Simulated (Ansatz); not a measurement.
Start from `[OH][In]([Br])[Br]` and change one element to get `[SH][In]([Br])[Br]`.

Ansatz, PBE0-D4/def2-TZVP geometries, multiplicity 1. Each molecule was computed in one conformer, which needn't be the lowest.

Elements past krypton have def2 core potentials. Scalar relativity is left out up to krypton.

```
                                                                                  property  `[OH][In]([Br])[Br]`
                                                      HOMO–LUMO gap (PBE0/def2-TZVPP) / eV                  6.07
                                                        HOMO energy (PBE0/def2-TZVPP) / eV                 -8.70
                                                   HOMO–LUMO gap (ωB97M-V/def2-TZVPP) / eV                 10.18
ideal-gas entropy at 298 K and 1 bar (rigid rotor, harmonic PBE0-D4/def2-TZVP) / J/(mol·K)                   375
                                                         LUMO energy (PBE/def2-TZVPP) / eV                 -3.47
                                                       HOMO–LUMO gap (PBE/def2-TZVPP) / eV                  3.92
```

(1) What does the change do to each property? (Best estimate.)

Answers

(1) Ansatz gave: 
| property | `[SH][In]([Br])[Br]` | shift |
| --- | --- | --- |
| HOMO–LUMO gap (PBE0/def2-TZVPP) / eV | 5.62 | -0.45 |
| HOMO energy (PBE0/def2-TZVPP) / eV | -8.18 | 0.52 |
| HOMO–LUMO gap (ωB97M-V/def2-TZVPP) / eV | 9.69 | -0.49 |
| ideal-gas entropy at 298 K and 1 bar (rigid rotor, harmonic PBE0-D4/def2-TZVP) / J/(mol·K) | 389 | 14 |
| LUMO energy (PBE/def2-TZVPP) / eV | -3.38 | 0.09 |
| HOMO–LUMO gap (PBE/def2-TZVPP) / eV | 3.57 | -0.35 |

With PBE0 the HOMO rises by 0.52 eV and the LUMO rises by 0.07 eV, so the gap narrows by about 0.45 eV. PBE moves the HOMO by 0.44 eV and ωB97M-V by 0.54 eV.

Spin–orbit coupling is left out; it splits and shifts lone-pair levels of the heavy atoms by tenths of an eV.
